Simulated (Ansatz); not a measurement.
`[NH2][In]([NH2])[SH]` + `[Br][InH2]` → `[NH2][In]([NH2])[Br]` + `[SH][InH2]`  (redistribution)

Calculated with Ansatz (gas phase, PBE0-D4/def2-TZVP geometries, no zero-point term in ΔE). CCSD(T)/CBS is the MP2 limit (def2-TZVPP, def2-QZVPP) plus CCSD(T) − MP2 in def2-TZVPP, frozen cores. DFT in def2-TZVPP. HSE06 is defined as in plane-wave codes. Elements past krypton have def2 core potentials. For Br, In outer-core shells are correlated without core-valence functions, which leaves a few kJ/mol of doubt a bond. Scalar relativity is left out up to krypton. Each species was taken in one conformer, which may not be the lowest.

```json
{"level": "r2SCANh", "ΔE (eV)": "-0.06"}
{"level": "HSE06", "ΔE (eV)": "-0.05"}
```

(1) What does CCSD(T)/CBS give? (Best estimate.)

Largest T1 diagnostic among the species: 0.014.

Answers

(1) The calculation gave: -0.05 eV. The listed levels differ from it by -0.01, 0.00 eV.

Leaving LDA and LC-ωPBE aside and taking each functional with its dispersion term where it has one, the values, not all of them listed here, spread over 0.03 eV, from B97M-V to BHLYP-D4.
